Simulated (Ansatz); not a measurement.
Consider the redistribution: `[F][Ge][Br]` + `C[S][Mg][Cl]` → `C[S][Ge][F]` + `[Cl][Mg][Br]`.

Isolated molecules relaxed with PBE0-D4/def2-TZVP in Ansatz; ΔE leaves out vibrations. CCSD(T)/CBS adds triple-zeta CCSD(T) − MP2 to the extrapolated MP2 energy (def2 sets, frozen cores). For Br, Ge, Mg outer-core shells are correlated without core-valence functions, which leaves a few kJ/mol of doubt a bond. Scalar relativity is left out up to krypton. One conformer a species, not always the lowest.

`[F][Ge][Br]`:

Z-matrix (Å, degrees):
```
Ge
F 1 1.749
Br 1 2.341 2 98.7
```

`C[S][Mg][Cl]`:

```xyz
7

C    -0.364   -1.111    0.441
S     0.355   -0.595   -1.158
Mg    0.640    1.648   -0.910
Cl    0.906    3.797   -0.655
H    -1.325   -0.635    0.629
H    -0.524   -2.187    0.379
H     0.312   -0.916    1.273
```

`C[S][Ge][F]`:

Cartesian coordinates in Å:
```
C -0.209 -0.426 0.785
S 0.153 -1.142 -0.841
Ge 0.560 0.564 -2.210
F 0.340 1.892 -1.061
H -1.209 -0.738 1.083
H 0.519 -0.810 1.499
H -0.154 0.660 0.745
```

`[Cl][Mg][Br]`:

```xyz
3

Cl    1.373    1.345   -1.110
Mg    0.030    0.029   -0.027
Br   -1.404   -1.373    1.137
```

```
       species  CCSD(T)/CBS(def2) energy (Eh)
 `[F][Ge][Br]`                    -4749.29775
`C[S][Mg][Cl]`                    -1097.42002
 `C[S][Ge][F]`                    -2613.59497
`[Cl][Mg][Br]`                    -3233.14611
```

Problem. Work out ΔE.

Solution. ΔE = (-2613.59497) + (-3233.14611) − (-4749.29775) − (-1097.42002) = -0.02331 Eh = -14.6 kcal/mol.

Largest T1 diagnostic among the species: 0.015.

At CCSD(T), def2-SVP lies −1.5 kcal/mol from the extrapolated value and def2-TZVPP −0.1 kcal/mol. From PBE to PBE0 (25 % exact exchange), in def2-TZVPP and without D4, ΔE moves by −0.8 kcal/mol.
